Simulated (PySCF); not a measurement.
NMR data simulated for an unnamed compound:

¹H NMR (300 MHz, computed): δ 8.09 (s, 1H), 6.87 (m, 1H), 6.63 (m, 1H), 5.83 (m, 1H), 2.55 (q, 2H), 1.16 (t, 3H).

¹³C{¹H} NMR (computed): δ 171.7 (C), 155.5 (CH), 127.6 (CH), 127.3 (C), 124.8 (CH2), 20.5 (CH2), 20.5 (CH3).

Relativity neglected, one conformer, rapidly exchanging positions averaged, no solvent. Shieldings: GIAO PBE0/pcSseg-1; GFN2-xTB geometry; PySCF 2.14.

δ = σ(ref) − σ, references computed at the same level: ¹H (31.72 ppm) and ¹³C (186.93 ppm) against TMS.

Which of these does the molecule contain: a vinyl group CH=CH2, a nitrile, a CH3CH2 unit, an ester, a non-aromatic C=C double bond, an S-methyl group?

Answers


- A vinyl group CH=CH2: yes (δC 124.8, 127.6; δH 6.63 (m), 5.83 (m), 6.87 (m)).
- A nitrile: no.
- A CH3CH2 unit: yes (δC 20.5, 20.5; δH 1.16 (t), 2.55 (q)).
- An ester: no.
- A non-aromatic C=C double bond: yes.
- An S-methyl group: no.

The data belong to `C=Cc1oncc1CC`, C₇H₉NO; they needn't prove each group on their own.

Carbon signals by region: 1 in the far downfield region (above 160 ppm), 4 in the sp2 and nitrile region (100–160 ppm), 2 below 50 ppm. Above 160 ppm: 171.7, substituted aromatic carbon next to the ring oxygen.

Shifts are as computed. Against solution values, carbons near 30 ppm lie about +3 ppm off and those near 130 ppm about +5 ppm. Of 1211 compounds with measured shifts, 218 miss one by over three times the rms of a fit or turn the order of signals round; such compounds aren't used in these exercises. No couplings were computed; multiplicities are counted from neighbouring protons, with m where these are inequivalent, close in shift, in a saturated or five-membered ring or joined by F or P, and br s for small geminal =CH2 splittings.
